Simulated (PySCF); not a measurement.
C₅H₆N (cation, charge +1), SMILES c1cc[nH+]cc1, singlet, GFN2-xTB optimised geometry.

```
12

C     -0.69    -1.21     0.00
C     -1.37     0.00     0.00
C     -0.65     1.18     0.00
N      0.68     1.14     0.00
C      1.37    -0.01     0.00
C      0.70    -1.21     0.00
H     -1.23    -2.14     0.00
H     -2.45     0.03     0.00
H     -1.13     2.14     0.00
H      1.20     2.02     0.00
H      2.45     0.05     0.00
H      1.26    -2.14     0.00
```

Density from PBE/def2-TZVP run with PySCF at that geometry.

Minimum of the electron density along straight lines between bonded atoms, close to the bond critical point (lines longer than 1.1 times the sum of covalent radii, or with two minima, are not listed):

```tsv
bond	length / Å	ρ at the minimum / e bohr⁻³	∇²ρ there / e bohr⁻⁵	position (fraction from the first atom)
C1–C2	1.391	0.316	-0.91	0.50
C2–C3	1.381	0.323	-0.94	0.48
C3–N4	1.337	0.332	-0.86	0.35
N4–C5	1.337	0.332	-0.86	0.65
C1–C6	1.391	0.316	-0.91	0.50
C5–C6	1.380	0.323	-0.94	0.52
C1–H7	1.080	0.291	-1.06	0.66
C2–H8	1.079	0.290	-1.05	0.66
C3–H9	1.080	0.292	-1.07	0.66
N4–H10	1.019	0.336	-1.83	0.75
C5–H11	1.080	0.292	-1.07	0.66
C6–H12	1.079	0.290	-1.05	0.66
```
